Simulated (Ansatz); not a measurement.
Harmonic frequencies (cm⁻¹) at PBE0-D4/def2-TZVP from Ansatz: 47, 99, 124, 229, 248, 350, 499, 571, 655, 662, 779, 871, 1119, 1178, 1202, 1478, 1494, 1495, 2176, 2177, 2340, 3000, 3057, 3121.

Each molecule was computed in one conformer, which needn't be the lowest.

**Question.** Which molecule is it?
A. `[CH3][Ge]([SH])([Cl])[Cl]`
B. `[CH3][Ge]([OH])([F])[Cl]`
C. `C[O][GeH2][C]#N`
D. `[F][GeH]([Cl])[GeH3]`

**Answer.** C.
